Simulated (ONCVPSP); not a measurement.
## B: excitation energies, all-electron against ONCV

B (Z = 5), optimised norm-conserving Vanderbilt (ONCV), made with ONCVPSP 4.0.1 (PBEsol, scalar-relativistic). Core [He], reference 2s1.5 (charge +1.5). Waves: 2s: rc 1.50 bohr, ncon 4, nbas 9, qcut 5.4 1/bohr, 1 projector; p scattering state at 0.29 Ha: rc 1.40 bohr, ncon 5, nbas 8, qcut 6.3 1/bohr, 2 projectors, debl 1.7 Ha; d scattering state at 0.19 Ha: rc 1.60 bohr, ncon 4, nbas 9, qcut 5.9 1/bohr, 2 projectors, debl 0.4 Ha. Local part: polynomial inside 1.30 bohr (lpopt 3, dvloc0 0 Ha). Core correction: Teter function, fcfact 4.75, rcfact 1.15.

In the p channel the program set the typed energies aside and used 0.050, 1.750 Ha.

Energies are relative to the spin-unpolarised reference configuration 2s1.5; without spin polarisation the order of configurations can differ from experiment.

```csv
valence configuration,charge,ΔE all-electron (eV),error AE − PS (meV)
2s2,+1,-11.140,+5.0
2s1,+2,14.122,+8.0
2s2 2p0.5,+0.5,-16.424,+24
```

(1) What are ΔE and the potential's error for 2s2 2p1?

Levels in the configuration 2s1:

| level | all-electron (eV) | pseudo (eV) |
| --- | --- | --- |
| 2s | -31.279 | -31.241 |

Answers

(1) ΔE = -19.279 eV all-electron; the error (AE − PS) is +39 meV.
